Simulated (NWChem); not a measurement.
Molecule: C$_{2}$H$_{6}$AlClO; SMILES C[O][Al]([CH3])[Cl]

```xyz
11

Al     0.5206     0.1062     0.0280
Cl    -1.0060     1.3141     0.8822
C      2.3264     0.7588    -0.2629
H      2.7885     1.0803     0.6934
H      2.3231     1.6429    -0.9334
H      2.9674    -0.0229    -0.7166
O      0.1001    -1.4925    -0.4043
C     -1.0583    -2.2847    -0.3468
H     -1.9318    -1.7470     0.0890
H     -1.3451    -2.6285    -1.3661
H     -0.8772    -3.1940     0.2696
```
Atoms are numbered in this order, from 1.

Level: PBE-D3(BJ)/def2-SVP (NWChem), optimised geometry, unscaled harmonic frequencies. 

**Question.** List the harmonic frequencies with IR intensities, and the thermochemistry.

**Answer.** 
```
frequency (cm⁻¹)  IR intensity (km/mol)
----------------  ---------------------
41                                  0.2
89                                  5.4
96                                  0.0
113                                 1.7
149                                 2.1
209                                28.6
258                                19.3
445                                19.6
626                                28.7
650                                47.4
697                               115.6
761                                99.4
1140                               58.6
1147                                0.0
1166                                8.3
1196                              277.1
1375                                1.5
1376                                2.6
1423                                1.1
1425                                2.1
1428                               16.0
2917                              103.6
2978                                0.7
2995                               39.3
3001                               36.7
3071                                1.1
3090                                1.6
```

```yaml
zero_point_energy: 48.4 kcal/mol
thermal correction to the enthalpy at 298.15 K (with zero-point energy): 54.3 kcal/mol
heat capacity Cv: 25.5 cal/(mol K)
entropy at 298.15 K and 1 atm (symmetry number 1): 92.3 cal/(mol K)
dipole_moment: 1.02 D
```

Rigid rotor and harmonic oscillator; modes under 100 cm⁻¹ make the entropy uncertain.
